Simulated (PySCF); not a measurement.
**ORD: `C[C@@H](F)C[C@H](F)C#N`, C$_{5}$H$_{7}$F$_{2}$N**

Cartesian coordinates in Å; atom numbers follow the order of the lines, from 1:
```xyz
15

C    -2.0927   -0.4764    0.5570
C    -0.9624    0.3790    0.0107
F    -0.8721    1.5380    0.7661
C     0.3899   -0.3309    0.0758
C     1.4889    0.5110   -0.5799
F     1.2698    0.5761   -1.9422
C     2.7979   -0.0673   -0.3255
N     3.8175   -0.5347   -0.1144
H    -2.2260   -1.3567   -0.0646
H    -1.8685   -0.7863    1.5752
H    -3.0167    0.0962    0.5627
H    -1.1761    0.7096   -1.0141
H     0.6569   -0.5069    1.1198
H     0.3192   -1.2887   -0.4416
H     1.4700    1.5459   -0.2068
```

Method: TDDFT wB97X-D/def2-SVPD circular dichroism and optical rotation, one conformer, gas phase in PySCF. Geometry: GFN2-xTB.

The molecule is flexible and this is one conformer; a measurement averages over conformers.

Stereocentres: C2 R, C5 S.

Q: Give the optical rotatory dispersion at 633, 589.3, 546, 436, 405, 365, 355 nm.

A: [α] in deg dm⁻¹ (g/mL)⁻¹:
```csv
λ (nm),origin-invariant length gauge,modified velocity gauge,length gauge (centre of mass),isotropic polarisability (au)
633,-61.6,-65.8,-62.0,66.3
589.3,-71.9,-76.7,-72.4,66.5
546,-84.9,-90.5,-85.5,66.7
436,-141.1,-150.1,-142.0,67.6
405,-167.9,-178.3,-168.9,68.0
365,-216.2,-229.2,-217.6,68.7
355,-231.8,-245.5,-233.2,69.0
```

Q: And for the mirror image at 589.3 nm?

A: +71.9 deg dm⁻¹ (g/mL)⁻¹ (origin-invariant length gauge): the same size and the opposite sign.

Q: What is the molar rotation [Φ] = [α]·M/100 of the geometry above at 589.3 nm?

A: With M = 119.11 g/mol, -85.6 deg cm² dmol⁻¹ (origin-invariant length gauge).

The first excitation lies at 7.38 eV (168 nm) with R = -3.1 × 10⁻⁴⁰ esu² cm² (velocity form).
